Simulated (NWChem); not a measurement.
Molecule: BeH2; SMILES [BeH2]

```xyz
3

Be     0.0000     0.0000     0.0000
H      0.0000     0.0000     1.3390
H      0.0000     0.0000    -1.3390
```
Atoms are numbered in this order, from 1.

Coordinates come from a PBE0/def2-SVP optimisation.

List the 4 lowest vertical singlet excitations from B3LYP/aug-cc-pVDZ, full TDDFT (NWChem).


```json
[
 {"state": "S1", "energy (eV)": "6.22", "oscillator strength": "0.000", "leading excitation (squared amplitude)": "HOMO → LUMO+1 (0.97)"},
 {"state": "S2", "energy (eV)": "6.22", "oscillator strength": "0.000", "leading excitation (squared amplitude)": "HOMO → LUMO (0.97)"},
 {"state": "S3", "energy (eV)": "7.88", "oscillator strength": "0.300", "leading excitation (squared amplitude)": "HOMO−1 → LUMO (0.99)"},
 {"state": "S4", "energy (eV)": "7.88", "oscillator strength": "0.300", "leading excitation (squared amplitude)": "HOMO−1 → LUMO+1 (0.99)"}
]
```
